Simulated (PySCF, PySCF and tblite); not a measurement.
A run on one conformer of C₅H₇FO₂, numbered as in [O:1]=[C:2]1[O:3][CH2:4][CH2:5][CH2:6][C@@H:7]1[F:8], from an ensemble study. The sound level was PBE0/pcSseg-1 on GFN2-xTB geometries.

Input:

```
{"job": {"xc": "PBE0", "basis": "MINI", "kind": "nmr", "pop": false}, "charge": 0, "multiplicity": 1}
O      2.595273     0.606288    -0.829075
C      1.524215     0.522956    -0.299060
O      0.681841     1.549194    -0.252717
C     -0.632559     1.300121     0.237356
C     -1.212075     0.071759    -0.456766
C     -0.372620    -1.165696    -0.107691
C      1.026964    -0.769076     0.368689
F      0.989588    -0.544878     1.737796
H     -0.611184     1.166414     1.323845
H     -1.198867     2.202244    -0.000425
H     -2.249369    -0.065444    -0.155313
H     -1.188820     0.250445    -1.533751
H     -0.838331    -1.729806     0.702659
H     -0.282818    -1.823712    -0.971125
H      1.764349    -1.562819     0.213668
```

Command: OMP_NUM_THREADS=1 python ens_run.py task.json out

Output:

```
coarse grid: 13032 points
cycle   1  E = -440.9963119183  dE =  1.779e+00  |g| = 7.752e-01  |ddm| = 5.936e+00
cycle   2  E = -440.6277926840  dE =  3.685e-01  |g| = 1.467e+00  |ddm| = 3.069e+00
cycle   3  E = -441.1792581001  dE = -5.515e-01  |g| = 2.731e-01  |ddm| = 2.156e+00
cycle   4  E = -441.1994979152  dE = -2.024e-02  |g| = 8.853e-02  |ddm| = 5.079e-01
cycle   5  E = -441.2017142526  dE = -2.216e-03  |g| = 1.444e-02  |ddm| = 1.292e-01
cycle   6  E = -441.2017877278  dE = -7.348e-05  |g| = 2.047e-03  |ddm| = 2.983e-02
cycle   7  E = -441.2017888679  dE = -1.140e-06  |g| = 6.412e-04  |ddm| = 3.846e-03
final grid: 127664 points
cycle   8  E = -441.2425732294  dE = -1.110e-05  |g| = 5.602e-03  |ddm| = 2.157e-02
cycle   9  E = -441.2425687369  dE =  4.492e-06  |g| = 6.914e-03  |ddm| = 1.902e-02
cycle  10  E = -441.2425823861  dE = -1.365e-05  |g| = 1.600e-03  |ddm| = 1.112e-02
cycle  11  E = -441.2425831412  dE = -7.551e-07  |g| = 1.896e-04  |ddm| = 2.398e-03
cycle  12  E = -441.2425831520  dE = -1.073e-08  |g| = 3.408e-05  |ddm| = 3.504e-04
cycle  13  E = -441.2425831524  dE = -3.990e-10  |g| = 6.725e-06  |ddm| = 6.810e-05
converged SCF energy = -441.2425831524

GIAO shielding tensors (ppm)
atom      isotropic    diamagn.    paramagn.     s11        s22        s33       span
  0 O     -195.814     381.815    -577.629   -713.170   -291.522    417.249   1130.419
  1 C      123.378     242.014    -118.636     33.093    157.357    179.684    146.591
  2 O      201.626     371.417    -169.791    -82.984    285.714    402.147    485.131
  3 C      165.132     233.408     -68.276    146.741    151.718    196.938     50.197
  4 C      202.937     230.615     -27.677    196.770    205.750    206.292      9.522
  5 C      197.817     230.056     -32.239    187.392    199.167    206.893     19.502
  6 C      158.752     231.163     -72.411    136.960    147.941    191.355     54.395
  7 F      434.368     455.643     -21.276    365.427    425.125    512.551    147.124
  8 H       26.900      22.459       4.441     23.221     24.379     33.100      9.879
  9 H       26.349      25.872       0.477     20.205     24.318     34.523     14.318
 10 H       28.682      26.125       2.557     22.429     25.266     38.352     15.923
 11 H       28.901      24.087       4.814     22.730     25.900     38.072     15.341
 12 H       28.319      24.679       3.640     21.959     26.205     36.793     14.834
 13 H       28.403      25.131       3.272     21.788     25.745     37.675     15.887
 14 H       25.904      25.926      -0.022     22.105     22.548     33.058     10.952
```

Q: What is wrong with this calculation?

A: The setting at fault: minimal or split-valence basis without polarisation functions. The calculation finished and met its thresholds.
